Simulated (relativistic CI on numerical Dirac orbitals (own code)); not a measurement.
Ti³⁺ in a cubic cluster: 2p photoemission with charge transfer

Computed with a charge-transfer multiplet model of a cubic metal-ligand cluster with up to 2 ligand holes, Slater and spin-orbit integrals from Dirac-Coulomb-Breit ions, Slater integrals scaled by 0.8. The ground state mixes d1 with configurations of k ligand holes L, whose averages lie at kΔ + k(k − 1)U_dd/2; a core hole lowers each added d electron by U_cd. 300 K, Lorentzian 0.6 eV and Gaussian 0.8 eV FWHM.

Atomic integrals in eV (Slater integrals scaled, ζ unscaled), ground: F2dd 6.578, F4dd 4.090, zeta_d 0.017; with the core hole: F2dd 6.578, F4dd 4.090, zeta_d 0.032, zeta_core 3.741, F2cd 5.066, G1cd 3.785, G3cd 2.149. Where a configuration has fewer than two d electrons, the dd integrals are those of d2.

Cluster parameters (eV): Δ = 2.8, U_dd = 4, U_cd = 4.9, 10Dq(ligand) = 0.2, V(eg) = 1.35, V(t2g) = -0.67, final-state hopping factor = 1.

| Case | n_d | d1 | d2L | d3L2 | S |
| --- | --- | --- | --- | --- | --- |
| 10Dq = 0.6 eV | 1.46 | 0.58 | 0.38 | 0.04 | 0.50 |
| 10Dq = 1.2 eV | 1.45 | 0.59 | 0.37 | 0.04 | 0.50 |
| 10Dq = 1.5 eV | 1.45 | 0.59 | 0.37 | 0.04 | 0.50 |

Weights, n_d and S are thermal averages at 300 K. Binding energies count from the first peak over 30 % of the highest in each spectrum, which can be another peak from case to case. The parameters are a model scan and need not match a compound or its usual spin state. Peaks in eV (height, largest 100):
- 10Dq = 0.6 eV: 0.0 (100), 6.3 (73), 12.5 (15)
- 10Dq = 1.2 eV: 0.0 (100), 6.4 (75), 12.7 (15)
- 10Dq = 1.5 eV: 0.0 (100), 6.4 (75), 12.7 (16)

Curve for 10Dq = 1.5 eV (points under 2 left out, the grid thinned):

```
E (eV)  Intensity
  -3.5        2.1
  -3.1        2.6
  -2.6        3.6
  -2.2        5.1
  -1.7        9.1
  -1.3       17.9
  -0.8       48.4
  -0.4       83.9
   0.1       99.4
   0.5       86.1
   1.0       60.0
   1.4       42.4
   1.9       30.5
   2.3       25.3
   2.8       22.5
   3.2       21.5
   3.7       21.1
   4.1       21.8
   4.6       24.8
   5.0       29.5
   5.5       40.6
   5.9       58.7
   6.3       74.3
   6.8       68.1
   7.2       52.4
   7.7       35.7
   8.1       27.2
   8.6       21.1
   9.0       18.4
   9.5       15.9
   9.9       13.9
  10.4       11.4
  10.8        9.3
  11.3        7.8
  11.7        8.4
  12.2       12.4
  12.6       15.4
  13.1       13.9
  13.5       10.5
  14.0        6.7
  14.4        4.7
  14.9        3.7
  15.3        3.4
  15.8        2.8
  16.2        2.0
```

For the case 10Dq = 1.5 eV, Δ = 2.8 eV is smaller than U_dd = 4 eV, the charge-transfer side of the Zaanen-Sawatzky-Allen scheme. With the core hole the average of the configuration with one ligand hole lies at Δ − U_cd = -2.1 eV before mixing: the effective hopping of about 3.0 eV (from the holes of the mixed ground state) is comparable with this gap or larger, so the configurations mix strongly.
